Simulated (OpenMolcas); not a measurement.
Ta3+ (d2) on a cation site of an ionic host was computed by CASSCF with the d shell active (OpenMolcas, ANO-RCC-VDZP on the metal). Its lowest spin-free states, and all those of the highest spin:

```
2S+1  Degeneracy  E (cm-1)
   3           1       0.0
   1           2     10345
   1           1     18921
   3           3     19870
   3           3     26680
   1           3     29874
   1           3     32854
   3           3     42738
   1           2     51295
   1           3     51356
   1           1     67080
```

Is the site octahedral, tetrahedral or cube-like, axial, or of lower symmetry?

The states with 2S+1 = 3 have orbital degeneracies 1, 3, 3, 3. Threefold states need a cubic site. For d2 at this spin an octahedron puts the threefold T1 below the threefold T2 and a tetrahedron or cube puts the single A2 below the threefold T2, so the site is a tetrahedron or a cube, which this pattern cannot tell apart. The first gap at this spin, 19900 cm-1, is |10Dq| in ligand-field theory. The run had Ta3+ with its 8 nearest fluoride ions at 2.232 Å, on the Ca site of CaF2 (a = 5.46294 Å, distance in the model lattice 2.366 Å). The rest of the host is ab initio model potentials to 7.6 Å and point charges beyond; the distance is set by hand and nothing relaxes, and no local charge compensation is placed. Ligand basis ANO-RCC-VDZP.

Without dynamic correlation the repulsion within the d shell is too large (B by tens of per cent), so at a given field states of lower spin stand too high. With metal d orbitals alone the field can be off either way by tens of per cent. Ligand-to-metal charge-transfer states are missing. With no ligand orbital active B as a rule stays too high, so bands that hang on it stand too high and its fall with covalency is understated. No measured value stands beside these numbers; the geometry was set by hand and not optimised.
